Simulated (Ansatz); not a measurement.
Task: Predict a relaxed structure of SnH2Me(NHiPr) (C4H13NSn), charge 0, singlet, at PBE-D4/def2-SVP (Ansatz).

Result: 
Cartesian coordinates in Å:
```
C -0.9589 0.7334 -3.1068
C 0.8319 -0.7890 0.9846
C -0.3734 -1.4728 1.6529
C 1.2777 0.4435 1.7746
N 0.6169 -0.4379 -0.4215
Sn -0.6184 1.1329 -1.0047
H -2.1327 1.2425 -0.1421
H 0.2735 2.5993 -0.7769
H -1.4938 1.5834 -3.5726
H -1.5699 -0.1826 -3.2255
H 0.0128 0.5924 -3.6188
H 0.3633 -1.2770 -0.9600
H 1.6807 -1.5163 1.0081
H -1.2428 -0.7819 1.6974
H -0.1420 -1.7977 2.6896
H -0.6859 -2.3713 1.0807
H 0.4619 1.1990 1.8292
H 1.5448 0.1776 2.8168
H 2.1542 0.9225 1.2949
```
 This is one stationary point.

In the def2 sets Sn takes a core potential; there is no spin–orbit coupling.
